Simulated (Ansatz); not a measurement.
The cluster Al₂Sb₂. The state is a singlet with charge 0. Geometry r2SCAN-D4/def2-SVP; atoms count from 1.

Cartesian coordinates in Å:
```
Al 1.0724 -0.1244 0.7055
Al -1.0725 0.1243 -0.7055
Sb -1.2025 0.3049 1.8818
Sb 1.2026 -0.3048 -1.8817
```

In the def2 sets Sb takes a core potential; there is no spin–orbit coupling. The restricted singlet is unstable towards broken spin symmetry in Hartree–Fock (as tested in another run); at PBE0-D4/def2-TZVP this wasn't settled. The geometry of the singlet was relaxed on an unsound state (an occupied level 0.00 eV above an empty one). Another isomer (singlet) lies 0.43 eV lower at PBE0-D4/def2-TZVP; other spin states weren't run for this one.

Estimate the Mulliken populations from the PBE0/def2-TZVP orbitals of Ansatz.


```tsv
atom	charge (e)
Al1	0.15
Al2	0.15
Sb3	-0.15
Sb4	-0.15
```
Mulliken values and Mayer orders depend strongly on the basis.

And the Mayer bond orders between bonded heavy atoms (over 0.3)?

Al1–Al2 0.49 (2.58 Å); Al1–Sb3 1.31 (2.60 Å); Al1–Sb4 1.31 (2.60 Å); Al2–Sb3 1.31 (2.60 Å); Al2–Sb4 1.31 (2.60 Å). Values over 0.3 also appear between atoms too far apart for a bond (Sb3–Sb4 0.33 at 4.51 Å); they arise where an orbital or an unpaired electron spreads over both atoms.
